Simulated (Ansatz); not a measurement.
One change: `[SiH3][SiH]1[O][AlH]1` becomes `[O]1[AlH][SiH2]1`.

Ansatz, PBE0-D4/def2-TZVP geometries, multiplicity 1. 

```json
{"property": "HOMO–LUMO gap (B3LYP/def2-TZVPP) / eV", "`[SiH3][SiH]1[O][AlH]1`": "4.32"}
{"property": "HOMO energy (ωB97M-V/def2-TZVPP) / eV", "`[SiH3][SiH]1[O][AlH]1`": "-8.18"}
{"property": "size of the dipole moment (ωB97M-V/def2-TZVPP) / D", "`[SiH3][SiH]1[O][AlH]1`": "1.75"}
{"property": "HOMO energy (PBE0/def2-TZVPP) / eV", "`[SiH3][SiH]1[O][AlH]1`": "-6.26"}
{"property": "HOMO energy (PBE/def2-TZVPP) / eV", "`[SiH3][SiH]1[O][AlH]1`": "-5.28"}
{"property": "zero-point energy (PBE0-D4/def2-TZVP) / kJ/mol", "`[SiH3][SiH]1[O][AlH]1`": "116.8"}
```

Give the same properties after the change, and the shifts. (Estimate.)

Computed: 
| property | `[O]1[AlH][SiH2]1` | shift |
| --- | --- | --- |
| HOMO–LUMO gap (B3LYP/def2-TZVPP) / eV | 4.47 | 0.15 |
| HOMO energy (ωB97M-V/def2-TZVPP) / eV | -8.30 | -0.12 |
| size of the dipole moment (ωB97M-V/def2-TZVPP) / D | 1.80 | 0.05 |
| HOMO energy (PBE0/def2-TZVPP) / eV | -6.33 | -0.07 |
| HOMO energy (PBE/def2-TZVPP) / eV | -5.31 | -0.03 |
| zero-point energy (PBE0-D4/def2-TZVP) / kJ/mol | 72.1 | -44.7 |

With PBE0 the HOMO falls by 0.07 eV and the LUMO rises by 0.07 eV, so the gap widens by about 0.14 eV. PBE moves the HOMO by -0.03 eV and ωB97M-V by -0.12 eV. The zero-point energy changes by -44.7 kJ/mol with -9 modes. Dipoles are sizes alone; their direction can turn.

B3LYP here is the variant with VWN-RPA as its local correlation; programs differ in this.
